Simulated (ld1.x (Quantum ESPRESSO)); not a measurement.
## Transferability test, RRKJ potential for cobalt

Co, norm-conserving RRKJ (Kleinman–Bylander form), made with ld1.x (Quantum ESPRESSO) 7.5 (LDA (PZ), scalar-relativistic). Core [Ar], reference 3d7 4s2 4p0. Waves: 4p (bound, empty): rc 2.15 bohr; 3d (bound): rc 1.65 bohr; 4s (bound): rc 2.35 bohr. Local part: the s channel. Core correction: a·sin(br)/r model core inside 1.15 bohr. rho0 = 0.001.

Energies are relative to the spin-unpolarised reference configuration 3d7 4s2 4p0; without spin polarisation the order of configurations can differ from experiment. Spin-polarised rows fill each open shell by Hund’s rule, majority spin first. The frozen-core shift is the all-electron ΔE with the core orbitals held at their reference shape minus the fully relaxed ΔE.

```json
{"valence configuration": "3d7 4s1 4p0", "charge": "+1", "ΔE all-electron (eV)": "9.296", "error AE − PS (meV)": "-2.4", "frozen-core shift (meV)": "+2.0"}
{"valence configuration": "3d7 4s0 4p0", "charge": "+2", "ΔE all-electron (eV)": "26.380", "error AE − PS (meV)": "-22", "frozen-core shift (meV)": "+9.0"}
{"valence configuration": "3d6 4s0 4p0", "charge": "+3", "ΔE all-electron (eV)": "62.569", "error AE − PS (meV)": "-373", "frozen-core shift (meV)": "+242"}
{"valence configuration": "3d8 4s0 4p0", "charge": "+1", "ΔE all-electron (eV)": "6.705", "error AE − PS (meV)": "-209", "frozen-core shift (meV)": "+102"}
{"valence configuration": "3d6 4s2 4p0", "charge": "+1", "ΔE all-electron (eV)": "15.460", "error AE − PS (meV)": "-176", "frozen-core shift (meV)": "+151"}
{"valence configuration": "3d7.5 4s1.5 4p0", "charge": "0", "ΔE all-electron (eV)": "-0.980", "error AE − PS (meV)": "-43", "frozen-core shift (meV)": "+22"}
{"valence configuration": "3d6 4s2 4p1", "charge": "0", "ΔE all-electron (eV)": "9.772", "error AE − PS (meV)": "-219", "frozen-core shift (meV)": "+150"}
{"valence configuration": "3d7 4s2 4p0 (spin-polarised)", "charge": "0", "ΔE all-electron (eV)": "-1.983", "error AE − PS (meV)": "+440", "frozen-core shift (meV)": "+9.7"}
{"valence configuration": "3d7 4s1 4p0 (spin-polarised)", "charge": "+1", "ΔE all-electron (eV)": "6.717", "error AE − PS (meV)": "+443", "frozen-core shift (meV)": "+9.0"}
```

Levels in the configuration 3d6 4s0 4p0:

| level | all-electron (eV) | pseudo (eV) |
| --- | --- | --- |
| 3d | -45.475 | -46.126 |
